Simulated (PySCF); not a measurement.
germylsulfanylgermane (Ge2H6S), SMILES [GeH3][S][GeH3].

Coordinates come from a B3LYP-D3(BJ)/def2-SVP optimisation.

Two levels are set side by side: PBE/def2-TZVP (PySCF) and PBE0/def2-TZVP (PySCF). Same geometry, gas phase. Differences are taken from unrounded values.

```json
[
 {"quantity": "orbital gap (eV)", "PBE0": "6.91", "PBE": "4.84", "PBE minus PBE0": "-2.07"},
 {"quantity": "highest occupied level (eV)", "PBE0": "-7.19", "PBE": "-5.99", "PBE minus PBE0": "1.20"},
 {"quantity": "lowest empty level (eV)", "PBE0": "-0.28", "PBE": "-1.15", "PBE minus PBE0": "-0.87"},
 {"quantity": "dipole moment (D)", "PBE0": "1.30", "PBE": "1.19", "PBE minus PBE0": "-0.11"},
 {"quantity": "mean polarisability (bohr³)", "PBE0": "83.2", "PBE": "85.6", "PBE minus PBE0": "2.4"}
]
```

Without exact exchange PBE keeps part of each electron's self-repulsion, which lifts occupied levels and narrows the gap. Differences between two approximate levels are no errors against the true value.

Rough cost on one machine, each run with all the roots and properties that it gave: PBE0 against PBE within a factor of 2.
